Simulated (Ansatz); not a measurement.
A made-up structure of LiSi2H2O, doublet:

```
6
angstrom
Li -0.9661 -1.8100 0.6167
O 0.7794 -1.5023 0.4861
Si 0.7678 -0.0086 -0.0092
Si -1.4026 0.6506 -0.1934
H 1.4694 -2.1841 0.4819
H -1.3027 2.0736 -0.6711
```

It is relaxed with PBE-D4/def2-SVP and then PBE0-D4/def2-TZVP (Ansatz 0.2.0). Atoms count as bonded within 1.22 times the sum of their covalent radii (H–H: 0.88 Å). The end point is not checked to be a true minimum.

Q: Does its bonding change? (A judgement: the text doesn't fix the answer.)

A: By the calculation: No: no bond forms or breaks.

Where it ends: The first stage lowers the energy by 0.94 eV in 16 steps. It ends as LiSi₂H₂O ([OH]1[Li]2[SiH][Si]12):
```
6
angstrom
Li -1.0425 -1.5252 0.8531
O 0.7317 -1.6291 0.5039
Si 0.7527 0.0773 0.0578
Si -1.3205 0.4755 -0.6511
H 1.5256 -2.1412 0.3499
H -1.3018 1.9620 -0.4027
```

Labels in which every atom is bracketed show which atoms are joined, not bond orders.

For scale, one of the runs: PBE0-D4/def2-TZVP relaxation, 131 basis functions, launched by `ansatz run in.yaml --threads 2 --pin off --events-out ev --progress --plain --max-ram 4352MiB`. Hardware: 2 CPU threads of an Arm Neoverse V2, shared host. Wall time about 42 s.
